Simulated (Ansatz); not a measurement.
The same group exchange along the group B, Al, Ga.

Calculated with Ansatz (gas phase, PBE0-D4/def2-TZVP geometries, no zero-point term in ΔE). CCSD(T)/CBS is the MP2 limit (def2-TZVPP, def2-QZVPP) plus CCSD(T) − MP2 in def2-TZVPP, frozen cores. This one scheme is used for every species. DFT in def2-TZVPP. For Ga, Ge outer-core shells are correlated without core-valence functions, which leaves a few kJ/mol of doubt a bond. Scalar relativity is left out up to krypton.

| reaction | LDA (SPW92) (kcal/mol) | B2PLYP (kcal/mol) | revPBE-D4 (kcal/mol) | CCSD(T)/CBS(def2) (kcal/mol) |
| --- | --- | --- | --- | --- |
| `F[B](Cl)[GeH3]` + `C=CF` → `C=[CH][GeH3]` + `FB(F)Cl` | -43.8 | -49.1 | -44.3 | -49.6 |
| `[F][Al]([Cl])[GeH3]` + `C=CF` → `C=[CH][GeH3]` + `[F][Al]([F])[Cl]` | -37.5 | -46.8 | -41.0 | -48.6 |
| `[F][Ga]([Cl])[GeH3]` + `C=CF` → `C=[CH][GeH3]` + `[F][Ga]([F])[Cl]` | -8.7 | -16.8 | -12.6 | -17.6 |

Largest T1 diagnostic: 0.014, for `[F][Ga]([F])[Cl]`.
